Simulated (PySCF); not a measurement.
Gas-phase equilibrium of 1 mol GeCl4, 27 mol O2 at 2500 K and 10.0 bar, among 12 species (ClO, O2, O, GeCl3, Ge2O2, O3, GeCl4, Cl, Cl2, GeO2, GeCl2, GeO). Only gases are allowed; each row takes one source of thermochemistry for all species, and Cantera finds the minimum.

Computed with PySCF and rigid-rotor harmonic-oscillator thermochemistry at 1 bar. † marks an energy on the PBE0/def2-TZVP geometry and frequencies; other levels use their own. Open shells (unrestricted) among the columns below: ClO (multiplicity 2, electronic degeneracy 4), O2 (multiplicity 3), O (multiplicity 3, electronic degeneracy 9), Cl (multiplicity 2, electronic degeneracy 6); the rest are closed-shell singlets. Spin-orbit splitting is ignored; it lowers the true energy and changes the entropy of ClO, O, Cl. Ge: all electrons, no relativistic terms. The harmonic model lacks anharmonicity and excited electronic states, which grow with temperature; levels with a mode under 35 cm⁻¹ are left out.

Molecules larger than those listed are left out, and so are free Ge atoms, whose spin-orbit terms are large. Also missing: (GeO)n, which can matter at low temperature or high pressure.

Mole fractions:

```json
[
 {"thermochemistry": "BLYP/def2-TZVP†", "x O2": "0.85", "x Cl": "0.11", "x Cl2": "0.0061", "x GeO": "0.030", "x GeCl2": "0.0018", "x ClO": "0.0043", "x O": "0.0011"},
 {"thermochemistry": "PBE/def2-SVP", "x O2": "0.87", "x Cl": "0.083", "x Cl2": "0.0087", "x GeO": "0.018", "x GeCl2": "0.014", "x ClO": "0.0012", "x O": "0.00027"},
 {"thermochemistry": "PBE0/def2-QZVP†", "x O2": "0.86", "x Cl": "0.094", "x Cl2": "0.0074", "x GeO": "0.023", "x GeCl2": "0.0090", "x ClO": "0.0031", "x O": "0.0032"},
 {"thermochemistry": "PBE0/def2-SVP†", "x O2": "0.86", "x Cl": "0.098", "x Cl2": "0.0020", "x GeO": "0.019", "x GeCl2": "0.013", "x ClO": "0.00048", "x O": "0.0024"},
 {"thermochemistry": "r2SCAN/def2-TZVP†", "x O2": "0.86", "x Cl": "0.093", "x Cl2": "0.0064", "x GeO": "0.022", "x GeCl2": "0.0099", "x ClO": "0.0030", "x O": "0.0019"},
 {"thermochemistry": "LDA/def2-TZVP†", "x O2": "0.90", "x Cl": "0.021", "x Cl2": "0.037", "x GeO": "0.017", "x GeCl2": "0.016", "x ClO": "0.0064", "x O": "2.0e-5"}
]
```
The most sensitive of these is O: it spans a factor of 10^2.2 over these rows; at this temperature one factor of ten is RT ln 10 = 48 kJ/mol.
